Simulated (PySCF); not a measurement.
A structure optimised at PBE0-D3(BJ)/def2-SVP, used in a PySCF frequency run:

```
Ge
N 1 1.8229
H 2 1.0146 1 117.80
H 2 1.0147 3 110.44 1 138.55
H 1 1.5442 2 105.15 3 169.29
C 1 1.9757 5 118.62 2 -137.21
N 6 1.2800 1 96.72 5 -108.25
H 6 1.1005 7 121.50 1 -177.70
C 7 1.4683 6 106.57 8 178.90
H 9 1.1023 7 110.90 6 -115.03
H 9 1.1024 10 107.55 7 122.72
```
Charge 0, spin multiplicity 1.

**Question.** Write its SMILES and formula.

**Answer.** [NH2][Ge@H]1[CH]=N[CH2]1, C2H6GeN2

**Question.** What are its rotational constants (standard atomic weights)?

**Answer.** 7.8908, 2.6007, 2.3932 GHz
